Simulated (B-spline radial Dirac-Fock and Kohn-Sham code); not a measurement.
## W 5d3/2: cross section and angular parameters

System: neutral tungsten, configuration [Xe] 4f14 5d4 6s2; threshold 7.69 eV (orbital energy of the model). These are calculated numbers from a radial atomic solver; the model is Dirac-Hartree-Slater photoionisation with a Latter tail; cross sections with all multipoles, angular parameters from the dipole term and its interference with E2.

For linearly polarised light dσ/dΩ = σ/(4π) [1 + β P₂(cos θ) + (δ + γ cos²θ) sin θ cos φ], with θ from the polarisation vector and φ the angle between the beam and the projection of the electron momentum on the plane normal to the polarisation.

```
hν (eV)   σ (kb)       β       γ       δ
     60      966   1.148   0.045   0.017
   64.1      772   1.227   0.056   0.018
     70      564   1.337   0.073   0.019
     80      340   1.514   0.109   0.020
    100      135   1.811   0.200   0.015
    110     88.7   1.918   0.247   0.010
    124     50.9   1.986   0.301   0.001
    167     13.8   1.057   0.212  -0.011
    175     11.9   0.707   0.146  -0.003
    265     9.85  -0.574  -0.058   0.075
    505     9.96   0.572   0.187   0.021
    623     8.47   0.806   0.149   0.007
    736        ?       ?       ?       ?
    754     6.94   0.972   0.092   0.001
   1000     4.77   1.156   0.006   0.000
   1500     2.41   1.321  -0.036   0.010
   1590     2.16   1.337  -0.030   0.012
   2000     1.36   1.382   0.026   0.021
   2130     1.18   1.390   0.050   0.024
   2220     1.08   1.395   0.068   0.026
   2480    0.842   1.403   0.125   0.032
   2730    0.672   1.405   0.185   0.036
   3030    0.522   1.404   0.258   0.042
   6250   0.0737   1.292   0.978   0.099
 8047.8   0.0344   1.218   1.277   0.132
   8600   0.0280   1.197   1.358   0.142
 9251.7   0.0222   1.172   1.447   0.154
  10300   0.0158   1.134   1.579   0.173
  10800   0.0135   1.117   1.637   0.182
  15000  0.00452   0.991   2.032   0.260
```

Problem. Give the values at 736 eV.

Solution. σ = 7.13 kb, β = 0.953, γ = 0.099, δ = 0.001.
